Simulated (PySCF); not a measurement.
## How methods differ on the excitation energy of Xe²⁺

Xe²⁺ [Kr] 4d10 5s2 5p4 (3P) → Xe²⁺ [Kr] 4d10 5s1 5p5 (3P), as a difference of total energies. All numbers are calculated (PySCF 2.14, scalar relativity by spin-free X2C-1e, in aug-cc-pVQZ-DK3 (9s8p6d3f2g, 102 functions)). Correlated levels: valence: [Kr] 4d10 frozen. The calculations carry no spin-orbit coupling.

```tsv
method	excitation energy (eV)
UHF	14.006
LDA	12.727
PBE	12.653
PBE0	13.011
r2SCAN	12.806
wB97X	13.178
M06-2X	12.987
MP2 (valence)	12.952
```

Q: Estimate what MN15 gives.

A: 12.878 eV, closest to r2SCAN among the rows shown.

Q: Estimate what SCS-MP2 (valence) gives.

A: 12.809 eV, closest to r2SCAN among the rows shown.

A first-order spin-orbit estimate (lowest level to lowest level, LS coupling) adds -0.022 eV.
